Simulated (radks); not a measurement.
Results of a calculation; reference values are marked as such.
Q: The mean radii <r> (bohr) of the occupied orbitals of an atom or ion are listed with their occupations. Code: a radial shooting solver on a logarithmic mesh with Libxc functionals. Model: scalar-relativistic Kohn-Sham, r2SCAN, spin-polarised, spherical densities, finite nucleus; meta-GGA in the generalised Kohn-Sham scheme; Fermi nuclear charge, rms radius of each element as measured or else 0.836 A^(1/3) + 0.57 fm.

orbital  occ.      <r>
1s up       1  0.03341
1s down     1  0.03342
2s up       1   0.1428
2s down     1   0.1428
2p up       3   0.1242
2p down     3   0.1241
3s up       1   0.3460

Name the element and its charge. Open shells, if any, are filled with parallel spins first.

A: Z = 44, ruthenium, charge +33: Ru33+ in [Ne] 3s1. The 1s radius gives Z: for a bare nucleus <r> = (2 gamma + 1)/(2Z) with gamma = sqrt(1 - (Z/c)^2), 0.03289 bohr for Z = 44, and screening makes it slightly larger (0.03341 here). The occupations add up to 11, and the charge is Z minus that.
